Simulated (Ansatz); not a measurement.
Program: Ansatz. Geometries: PBE0-D4/def2-TZVP. ΔE: electronic, gas phase. CCSD(T)/CBS is the MP2 limit (def2-TZVPP, def2-QZVPP) plus CCSD(T) − MP2 in def2-TZVPP, frozen cores. This one scheme is used for every species. Functionals use def2-TZVPP. B3LYP here is the variant with VWN-RPA as its local correlation; programs differ in this. For As outer-core shells are correlated without core-valence functions, which leaves a few kJ/mol of doubt a bond. Scalar relativity is left out up to krypton. One conformer a species, not always the lowest.

Reaction (hydrogenolysis of the As–C bond): `CNC[AsH2]` + H₂ → arsine + dimethylamine

`CNC[AsH2]`:

Z-matrix (Å, degrees):
```
C
N 1 1.448
H 1 1.092 2 109.7
H 1 1.093 2 109.5 3 -117.8
H 1 1.103 2 113.9 3 121.7
C 2 1.440 1 113.0 3 -177.1
H 2 1.012 1 110.5 3 -53.3
As 6 1.973 2 114.3 1 175.7
H 6 1.095 2 109.3 1 -65.6
H 6 1.104 2 114.1 1 53.4
H 8 1.522 6 94.8 2 40.3
H 8 1.527 6 94.5 2 -52.3
```

H₂:

Cartesian coordinates in Å:
```
H -0.020 -0.312 0.204
H 0.020 0.312 -0.204
```

`[AsH3]`:

```xyz
4

As   -0.140   -0.600    0.154
H    -0.882    0.197   -0.908
H    -0.191    0.561    1.136
H     1.213   -0.158   -0.382
```

`CNC`:

Cartesian coordinates in Å:
```
C -1.135 0.263 0.320
N 0.065 -0.525 0.474
C 1.057 -0.236 -0.536
H -1.828 0.051 1.136
H -1.633 -0.012 -0.615
H -0.957 1.352 0.290
H 0.458 -0.374 1.394
H 0.677 -0.538 -1.516
H 1.964 -0.813 -0.343
H 1.332 0.831 -0.603
```

```
             level  ΔE (kcal/mol)
            PBE-D4          -11.5
            B2PLYP          -13.6
              PBE0          -14.2
             B3LYP          -15.5
     HF/def2-TZVPP          -18.9
    MP2/def2-TZVPP           -9.9
SCS-MP2/def2-TZVPP          -11.5
     HF/def2-QZVPP          -19.0
```

Question: What does CCSD(T)/CBS give? (Estimate.)

Answer: Ansatz gave: -11.7 kcal/mol. The listed levels differ from it by 0.2, -1.9, -2.5, -3.8, -7.2, 1.8, 0.2, -7.3 kcal/mol.

Largest T1 diagnostic among the species: 0.011.

In def2-TZVPP, CCSD(T) changes the Hartree–Fock value by +7.0 kcal/mol (the triples alone add +1.4 kcal/mol) and MP2 by +9.0 kcal/mol. The D4 term adds +2.7 kcal/mol with B3LYP and +1.5 kcal/mol with PBE0; it sums over pairs of atoms, weighted by their polarisabilities, and B3LYP, whose exchange is more repulsive, gets the larger term.
